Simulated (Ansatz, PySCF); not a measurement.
Conformers of CH3FOSi (SMILES CO[Si]F), B3LYP-D3(BJ)/def2-TZVP minima from an xTB search, which can miss the lowest.
Conformer 1 (charge 0, multiplicity 1):
```xyz
7

C     -0.741     0.368     0.131
O     -0.092    -0.870     0.417
Si     1.431    -1.410     0.186
F      2.159    -0.128    -0.511
H     -0.055     1.076    -0.335
H     -1.121     0.787     1.064
H     -1.580     0.177    -0.538
```

Correlated levels freeze the cores. CBS: X⁻³ extrapolation of the correlation energy, Hartree–Fock from the larger set. MP2 and its Hartree–Fock in cc-pV(Q+d)Z are density fitted. Rows in 6-31G* carry no dispersion term and start afresh at each structure (6-31G* with six Cartesian d functions).

Run with Ansatz (Gaussian basis) for Hartree–Fock, density functionals and correlated methods; PySCF for 6-31G* rows. Each number belongs to the level named beside it.

Electronic energies of 2 conformers above conformer 1 (kcal/mol):

| level | conformer 1 | conformer 2 |
|---|---|---|
| PBE/def2-TZVPP | 0.00 | 1.79 |
| B3LYP/6-31G* | 0.00 | 1.87 |
| wB97M-V/def2-TZVPP | 0.00 | 1.98 |
| MP2/CBS(cc-pV(T+d)Z, cc-pV(Q+d)Z) + ΔCCSD(T)/cc-pV(T+d)Z | 0.00 | 1.68 |

Question: Give Boltzmann populations at 298.15 K for each level, counting each conformer once and leaving out zero-point, thermal and symmetry terms.

Answer: 
Weights exp(−E/RT) with RT = 0.5925 kcal/mol, divided by their sum:
- PBE/def2-TZVPP: 95 %, 5 %
- B3LYP/6-31G*: 96 %, 4 %
- wB97M-V/def2-TZVPP: 97 %, 3 %
- MP2/CBS(cc-pV(T+d)Z, cc-pV(Q+d)Z) + ΔCCSD(T)/cc-pV(T+d)Z: 94 %, 6 %
The share of conformer 1 runs from 94 to 97 % over these levels.

Ansatz is an electronic-structure program.
